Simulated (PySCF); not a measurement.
Method used: PySCF, delta-SCF UKS SCAN, pcX-2 on the ionised atom, pcseg-1 elsewhere, spin-free X2C. Geometries: PBE0-D3(BJ)/def2-SVP; isolated species, one conformer each. Values against the vacuum level.

Task: Order these sites by rising C 1s binding energy.
A. C1 in `[CH3:1][CH2:2][S:3](=[O:4])(=[O:5])[OH:6]`
B. Carbon in `N#C[SiH2]O`
C. C1 in `[CH2:1]=[C:2]=[S:3]`
D. Carbon in `[N-]=C=O`

Result: D (286.57 eV), C (290.66 eV), A (291.49 eV), B (292.07 eV).

The highest is bonded to N (triple bond) and Si, the lowest to O (double bond) and N (double bond) in a species of charge -1; the range is 5.50 eV.

Task: Order these sites by rising O 1s binding energy.
A. Oxygen in `N#C[SiH2]O`
B. Oxygen in `[N-]=C=O`
C. O6 in `[CH3:1][CH2:2][S:3](=[O:4])(=[O:5])[OH:6]`

Result: B (531.77 eV), A (539.52 eV), C (539.97 eV).

From the lowest up, the atoms are bonded to: C (double bond) in a species of charge -1 (531.77); H and Si (539.52); S and H (539.97).

The basis sets have no added diffuse functions, a weakness for anions.
